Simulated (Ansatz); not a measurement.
Consider the formal exchange of groups at a C–C bond: `C/C=C/S` + `[SiH3]C1C=N1` → `C[SiH2]C1C=N1` + `C=CS`.

Calculated with Ansatz (gas phase, PBE0-D4/def2-TZVP geometries, no zero-point term in ΔE). CBS: MP2 limit from def2 TZ/QZ plus the TZ coupled-cluster correction, frozen cores. This one scheme is used for every species. DFT in def2-TZVPP. B3LYP here is the variant with VWN-RPA as its local correlation; programs differ in this. HSE06 is defined as in plane-wave codes. One conformer a species, not always the lowest.

(1) Is it downhill or uphill in electronic energy at CCSD(T)/CBS, and by how much? (An estimate is asked.)

(2) What do these levels give: PBE0-D4, HSE06-D4, PBE, B3LYP, BHLYP, LC-ωPBE? (Best estimate.)

Largest T1 diagnostic among the species: 0.012.

Answers

(1) Ansatz gave: Downhill: ΔE = -8.3 kcal/mol.

(2) Computed: PBE0-D4 -7.8, HSE06-D4 -7.8, PBE -7.5, B3LYP -7.6, BHLYP -7.6, LC-ωPBE -7.9 kcal/mol.

Leaving LDA and LC-ωPBE aside and taking each functional with its dispersion term where it has one, the values, not all of them listed here, spread over 1.0 kcal/mol, from ωB97M-V to revPBE-D4. LDA lies +1.0 kcal/mol from PBE without D4. At CCSD(T), def2-SVP lies +3.8 kcal/mol from the extrapolated value and def2-TZVPP +0.5 kcal/mol.
